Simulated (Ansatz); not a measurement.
Abridged output of a molecular run in Ansatz:

```
Functional definition: HF
1051 factors; integrals over basis functions are off by at most 1.3e-3 eV
mean field evaluation 1: about -56512.5459 eV, gradient 3.1e1 eV
mean field evaluation 2: about -56512.5946 eV, gradient 3.1e1 eV
mean field evaluation 4: about -56517.2289 eV, gradient 3.2e0 eV
mean field evaluation 8: about -56517.3674 eV, gradient 2.4e-1 eV
mean field -56517.37003693 eV, -2076.9750400080 hartree, gradient 9.0e-6 eV, S^2 0.762346; 0 other end points of the search recorded, 0 dependent functions left out
12 core orbitals not correlated: weight in the atoms' cores, before any rotation towards them, 1.000 or more for the frozen orbitals, at most 0.000 for the correlated occupied ones
reference -56517.37003693 eV, -2076.9750400080 hartree; 17, 16 occupied and 75, 76 virtual orbitals, 1051 factors
second order -18.42797739 eV of doubles, -0.00000000 eV of singles
cycle   1  -18.44291978 eV  change   -1.5e-2 eV  update   1.1e-1
cycle   2  -18.98958592 eV  change   -5.5e-1 eV  update   3.7e-2
cycle   3  -19.14105991 eV  change   -1.5e-1 eV  update   2.3e-2
cycle   4  -19.13688534 eV  change    4.2e-3 eV  update   7.1e-3
cycle   5  -19.13486725 eV  change    2.0e-3 eV  update   3.7e-3
cycle   6  -19.13424914 eV  change    6.2e-4 eV  update   1.2e-3
cycle   7  -19.13420649 eV  change    4.3e-5 eV  update   4.8e-4
cycle   8  -19.13430236 eV  change   -9.6e-5 eV  update   1.8e-4
cycle   9  -19.13432859 eV  change   -2.6e-5 eV  update   9.0e-5
cycle  10  -19.13431081 eV  change    1.8e-5 eV  update   3.6e-5
perturbative correction -0.57539724 eV, -0.0211454586 hartree
Total energy: -56537.07974498 eV, -2077.6993584190 hartree
Checks for a lower state left out: cluster_reference
```

Its atoms:

Cartesian coordinates in Å:
```
C -0.334 -0.822 -0.796
C 0.665 0.322 -0.714
Ga 0.446 1.390 0.986
O -0.571 0.521 2.204
H -1.364 -0.460 -0.828
H -0.169 -1.421 -1.698
H -0.259 -1.488 0.065
H 0.579 1.015 -1.554
H 1.700 -0.036 -0.702
H -0.694 0.978 3.038
```

Which basis set was used?
A. def2-TZVPPD
B. cc-pV(T+d)Z
C. cc-pV(Q+d)Z
D. def2-SVP

D. It gives 104 functions.

Write the keys of the input that set method, charge and spin (a neutral closed shell needs none for the last two).


```yaml
magnetization: {spin_polarized: true, initial_magnetization: 1}
correlation: {method: ccsd_t}
scf: {omitted_lower_state_checks: [cluster_reference]}
```
